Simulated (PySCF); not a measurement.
Job file and geometry (Å, from GFN2-xTB) of an NMR shielding run on `COC[C@H](C)C=O`, C$_{5}$H$_{10}$O$_{2}$, GIAO PBE0/pcSseg-1 NMR shielding, non-relativistic, gas phase (PySCF 2.14.0, density-fitted response routines); density fitting, a coarse starting grid and PySCF grid level 2 are the driver's defaults:

```
{"job": {"kind": "nmr", "xc": "PBE0", "basis": "pcSseg-1"}, "charge": 0, "multiplicity": 1}
C      2.660550    -0.341413     0.101506
O      1.352944    -0.562081     0.559865
C      0.448813     0.435641     0.142441
C     -0.924720     0.131786     0.739922
C     -1.553444    -1.117549     0.121132
C     -1.852843     1.308466     0.613298
O     -1.555007     2.404883     0.232441
H      3.270489    -1.152102     0.495085
H      3.051763     0.618249     0.462155
H      2.705103    -0.348369    -0.994840
H      0.385245     0.462460    -0.956429
H      0.787004     1.425517     0.484219
H     -0.787791    -0.050898     1.813229
H     -2.489385    -1.364439     0.616439
H     -0.865105    -1.950347     0.229833
H     -1.747806    -0.960090    -0.937392
H     -2.892808     1.072315     0.916649
```

**Question.** Write the output of this run.

**Answer.** 
```
coarse grid: 13808 points
cycle   1  E = -346.3186634120  dE =  8.601e-01  |g| = 8.819e-01  |ddm| = 3.455e+00
cycle   2  E = -345.9352255091  dE =  3.834e-01  |g| = 1.674e+00  |ddm| = 2.308e+00
cycle   3  E = -346.4630567807  dE = -5.278e-01  |g| = 1.899e-01  |ddm| = 1.730e+00
cycle   4  E = -346.4694582874  dE = -6.402e-03  |g| = 8.802e-02  |ddm| = 2.208e-01
cycle   5  E = -346.4708138164  dE = -1.356e-03  |g| = 2.004e-02  |ddm| = 7.588e-02
cycle   6  E = -346.4708900354  dE = -7.622e-05  |g| = 5.461e-03  |ddm| = 1.730e-02
cycle   7  E = -346.4708956947  dE = -5.659e-06  |g| = 1.238e-03  |ddm| = 4.298e-03
final grid: 132176 points
cycle   8  E = -346.5344954287  dE = -1.909e-05  |g| = 1.528e-02  |ddm| = 2.715e-02
cycle   9  E = -346.5344091699  dE =  8.626e-05  |g| = 2.648e-02  |ddm| = 2.978e-02
cycle  10  E = -346.5345381717  dE = -1.290e-04  |g| = 3.364e-03  |ddm| = 2.065e-02
cycle  11  E = -346.5345403388  dE = -2.167e-06  |g| = 3.838e-04  |ddm| = 2.328e-03
cycle  12  E = -346.5345403620  dE = -2.329e-08  |g| = 1.562e-04  |ddm| = 4.466e-04
cycle  13  E = -346.5345403669  dE = -4.881e-09  |g| = 2.616e-05  |ddm| = 1.642e-04
cycle  14  E = -346.5345403671  dE = -1.485e-10  |g| = 8.210e-06  |ddm| = 3.276e-05
converged SCF energy = -346.5345403671

GIAO shielding tensors (ppm)
atom      isotropic    diamagn.    paramagn.     s11        s22        s33       span
  0 C      125.284     243.621    -118.337     94.349     97.741    183.761     89.412
  1 O      316.757     398.207     -81.450    292.652    308.835    348.784     56.131
  2 C      110.431     247.732    -137.301     83.154     94.070    154.069     70.915
  3 C      134.452     252.343    -117.892    105.052    132.163    166.140     61.089
  4 C      172.495     248.538     -76.043    156.784    174.837    185.864     29.080
  5 C      -21.621     246.504    -268.125   -115.482    -34.698     85.316    200.798
  6 O     -346.798     401.776    -748.574   -974.797   -441.466    375.870   1350.667
  7 H       27.758      28.280      -0.521     23.652     25.355     34.267     10.615
  8 H       28.321      28.797      -0.476     24.718     25.834     34.410      9.693
  9 H       28.344      29.421      -1.077     24.584     26.030     34.420      9.837
 10 H       28.735      33.377      -4.642     25.990     28.388     31.825      5.836
 11 H       27.640      32.753      -5.113     23.515     27.534     31.872      8.358
 12 H       29.314      32.466      -3.152     25.517     29.113     33.312      7.795
 13 H       30.319      29.964       0.355     25.942     27.807     37.209     11.268
 14 H       29.846      30.986      -1.140     24.869     29.992     34.677      9.808
 15 H       31.162      31.111       0.052     27.005     29.107     37.374     10.369
 16 H       21.788      27.253      -5.465     19.265     20.242     25.859      6.594
```

**Question.** Turn these shieldings into chemical shifts. Scale: TMS for 13C (186.93 ppm) and 1H (31.72 ppm); 17O (336.08 ppm) vs H2O (reference shieldings calculated alike).

**Answer.** Averaging equivalent atoms: C 5: 208.5; C 2: 76.5; C 0: 61.6; C 3: 52.5; C 4: 14.4; O 6: 682.9; O 1: 19.3; H 16: 9.93; H 11: 4.08; H 7/8/9: 3.58; H 10: 2.98; H 12: 2.40; H 13/14/15: 1.27 ppm. Unscaled 17O shifts of doubly bonded oxygen tend to come out too high, by tens of ppm or more. Experimental scales use liquid or dissolved standards, which lie at an offset from isolated H2O (liquid H2O: subtract about 36 ppm).

Size and cost of the density-fitted run: 169 basis functions, 20 s wall time on 1 thread of an Arm Neoverse V1, shared host.
